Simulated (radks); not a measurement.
Neutral tungsten inside a hard spherical wall (all orbitals vanish at R), configuration held at [Xe] 4f14 5d4 6s2 and not refilled when levels cross. Method: scalar-relativistic Kohn-Sham, LDA (Slater exchange, Perdew-Wang correlation), spin-polarised, spherical densities, finite nucleus; open shells are filled with parallel spins first (spin-orbit coupling, left out, can overturn this in heavy ions); Fermi nuclear charge, rms radius 5.3658 fm; computed with a radial shooting solver on a logarithmic mesh with Libxc functionals. Eigenvalues in eV for spin up, with the zero of energy where the potential of the charges vanishes at infinity; a dash marks a level that is unbound or too diffuse for the functional's potential to be trusted. A positive occupied level is held by the wall or, in an anion where self-interaction has pushed it up, behind a barrier. The pressure on the wall is -dE/dV.

R (bohr),E (hartree),kinetic (hartree),e(5p),e(4f),e(6s),e(5d),"e(6p, empty)","e(7s, empty)",pressure (GPa)
free,-16130.6550,17762.610,-43.956,-33.320,-6.398,-5.420,-1.681,-0.063,0
20,-16130.6550,17762.610,-43.956,-33.320,-6.398,-5.420,-1.681,0.029,< 0.0001
12,-16130.6550,17762.611,-43.952,-33.316,-6.395,-5.417,-1.658,0.718,0.000619
10,-16130.6546,17762.614,-43.927,-33.290,-6.375,-5.393,-1.577,1.584,0.0105
8,-16130.6508,17762.649,-43.740,-33.101,-6.220,-5.224,-1.191,3.952,0.188
4,-16130.0434,17765.416,-36.596,-25.250,2.927,1.653,13.014,47.992,122
3,-16127.9949,17773.239,-26.503,-13.271,24.804,13.687,42.590,119.17,1120
2.5,-16124.2921,17786.931,-14.513,0.736,57.650,29.463,83.395,207.08,4480
2,-16112.8551,17826.998,13.906,30.186,141.00,67.107,179.90,399.36,23500
